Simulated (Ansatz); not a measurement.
Stretching the Ga1–H2 bond in ClGaH2 (SMILES [Cl][GaH2]) (multiplicity 1 held, fragments rigid). Energies count from the point at 1.557 Å.
Geometry at that point (charge 0, multiplicity 1):
```xyz
4

Ga    -0.003    -0.232    -0.671
H     -1.409    -0.312    -1.335
H      1.398    -0.582    -1.253
Cl     0.006     0.475     1.376
```

R- and RO- levels are restricted; in cc, def2 and unpolarised 6-31G sets they are followed outwards from rest. U- levels take the lowest unrestricted solution at each point, which mixes spins at long bonds. Active spaces are followed from a long bond inwards. Curves can end on different states.

Cores are frozen in the correlated methods. Filled d and f shells under p-block atoms count as core.

Run with Ansatz (a first-principles code) with Gaussian orbitals. Each number belongs to the level named beside it.

Energies in kJ/mol.

| R (Å) | U-r2SCAN/def2-TZVPP | R-B3LYP/def2-TZVPP | U-CCSD(T)/def2-TZVPP | SC-NEVPT2 on CASSCF(2,2)/def2-TZVPP | FIC-MRCISD+Q on CASSCF(2,2)/def2-TZVPP |
|---|---|---|---|---|---|
| 1.246 | 104 | 108 | 123 | 123 | 122 |
| 1.401 | 19 | 21 | 26 | 27 | 26 |
| 1.557 | 0 | 0 | 0 | 0 | 0 |
| 1.713 | 16 | 14 | 11 | 10 | 11 |
| 1.868 | 49 | 46 | 41 | 39 | 42 |
| 2.102 | 111 | 107 | 101 | 97 | 102 |
| 2.335 | 175 | 170 | 163 | 156 | 163 |
| 2.725 | 258 | 263 | 252 | 236 | 247 |
| 3.114 | 298 | 335 | 309 | 286 | 300 |
| 3.581 | 320 | 397 | 335 | 315 | 330 |
| 4.204 | 330 | 448 | 342 | 327 | 342 |
| 4.982 | 333 | 482 | 343 | 329 | 345 |

Doubts at one or more of the structures used: a spin-contaminated determinant (U-r2SCAN/def2-TZVPP, U-CCSD(T)/def2-TZVPP); a restricted determinant that unrestricted orbitals would lower (R-B3LYP/def2-TZVPP); T1 above 0.05 (U-CCSD(T)/def2-TZVPP).
